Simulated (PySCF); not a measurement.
A structure optimised at B3LYP-D3(BJ)/def2-TZVP, used in a PySCF frequency run:

```
C
O 1 1.1150
Au 1 1.9516 2 180.00
```
Charge +1, spin multiplicity 1.

Task: Write its SMILES, formula and point group.

Result: O=[C+][Au], CAuO, C∞v

Task: What are its rotational constants (standard atomic weights)?

Result: 2.9239 GHz (linear rotor, B only)
